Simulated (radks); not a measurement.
Question: All-electron atom: Ru2+ in [Kr] 4d6. Method: scalar-relativistic Kohn-Sham, BLYP, spin-polarised, spherical densities, point nucleus; open shells are filled with parallel spins first (spin-orbit coupling, left out, can overturn this in heavy ions); computed with a radial shooting solver on a logarithmic mesh with Libxc functionals. Some entries of the table are withheld. Estimate them.

orbital  occ.  eigenvalue (Ry)  <1/r> (bohr^-1)  <r> (bohr)
1s down     1        -1614.149            45.88     0.03344
1s up       1        -1614.149            45.88     0.03344
2s up       1        -233.3618            10.37      0.1457
2s down     1        -233.3189            10.37      0.1457
2p up       3        -209.1744            10.06      0.1269
2p down     3        -209.1420            10.06      0.1269
3s up       1        -42.29036            3.594      0.4028
3s down     1        -42.26786            3.593      0.4028
3p up       3        -34.34744            3.422      0.4032
3p down     3        -34.32199            3.422      0.4031
3d up       5        -21.56493            3.194      0.3843
3d down     5        -21.52564            3.194      0.3841
4s up       1         -7.15846            1.347       1.017
4s down     1         -6.96166            1.354       1.013
4p up       3         -4.94956            1.204       1.121
4p down     3         -4.74261            1.208       1.119
4d up       5         -1.84274           0.8767         (1)
4d down     1         -1.64644           0.8615         (2)

Answer: 
(1) 4d up <r> (bohr): 1.518
(2) 4d down <r> (bohr): 1.559
